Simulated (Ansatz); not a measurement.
C2H8BNSi can be A, `BN([SiH3])C=C`, or B, `CN1CB[SiH2]1`.

Gas-phase electronic energies from Ansatz, PBE0-D4/def2-TZVP geometries. CBS: MP2 limit from def2 TZ/QZ plus the TZ coupled-cluster correction, frozen cores. Functionals use def2-TZVPP. B3LYP here is the variant with VWN-RPA as its local correlation; programs differ in this. Each species was taken in one conformer, which may not be the lowest.

Problem. Which is lower in electronic energy at CCSD(T)/CBS, and by how much? (Best estimate.)

Solution. Computed: A, by 178.2 kJ/mol.

Problem. Give E(B) − E(A) in kJ/mol with CCSD(T)/def2-TZVPP, HF/def2-TZVPP, CCSD/def2-TZVPP, B3LYP, r2SCAN-D4, B2PLYP, PBE-D4. (Estimate.)

Solution. Computed: CCSD(T)/def2-TZVPP 180.7, HF/def2-TZVPP 190.3, CCSD/def2-TZVPP 177.8, B3LYP 182.3, r2SCAN-D4 170.4, B2PLYP 183.9, PBE-D4 158.6. None reverses the order clearly.

Largest T1 diagnostic: 0.013.

In def2-TZVPP, CCSD(T) changes the Hartree–Fock value by −9.6 kJ/mol (the triples alone add +2.8 kJ/mol) and MP2 by −9.1 kJ/mol. From PBE to PBE0 (25 % exact exchange), in def2-TZVPP and without D4, E(B) − E(A) moves by −3.8 kJ/mol.
